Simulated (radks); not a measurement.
Results of a calculation; reference values are marked as such.
Polarisability of neutral lithium, [He] 2s1, at imaginary frequency. Level of theory: scalar-relativistic Kohn-Sham, LDA (Slater exchange, VWN5 correlation), spin-unpolarised, spherical densities, finite nucleus; Fermi nuclear charge, rms radius 2.444 fm; without spin polarisation the odd electron is poorly described (a radial shooting solver on a logarithmic mesh with Libxc functionals). Response by self-consistent Sternheimer equations with the Hartree and adiabatic LDA kernel, the relativistic mass of each level held fixed and spin-orbit coupling left out.

| w (hartree) | alpha1(iw) (bohr^3) | alpha2(iw) (bohr^5) |
|---|---|---|
| 0.00266 | 146.0 | 2097 |
| 0.0143 | 140.9 | 2072 |
| 0.0360 | 117.8 | 1941 |
| 0.0697 | 77.08 | 1613 |
| 0.118 | 41.31 | 1135 |
| 0.186 | 20.50 | 685.3 |
| 0.280 | 10.13 | 374.1 |
| 0.413 | 5.088 | 192.7 |
| 0.605 | 2.595 | 95.30 |
| 0.892 | 1.336 | 45.22 |
| 1.35 | 0.6878 | 20.25 |
| 2.12 | 0.3438 | 8.291 |
| 3.59 | 0.1530 | 2.927 |
| 6.94 | 0.05096 | 0.7937 |
| 17.5 | 0.009213 | 0.1257 |

Static values: alpha1 = 146.2 bohr^3 (21.66 angstrom^3; uncoupled 185.2), alpha2 = 2098 bohr^5, alpha3 = 64120 bohr^7. C6 = 1186, C8 = 108100, triple-dipole C9 = 129300 atomic units. One-pole (London) frequency 4 C6 / (3 alpha1^2) = 0.074 hartree, against 0.106 for minus the highest occupied eigenvalue. Recommended static value: 164.113 bohr^3 (Schwerdtfeger and Nagle, 2023 table).
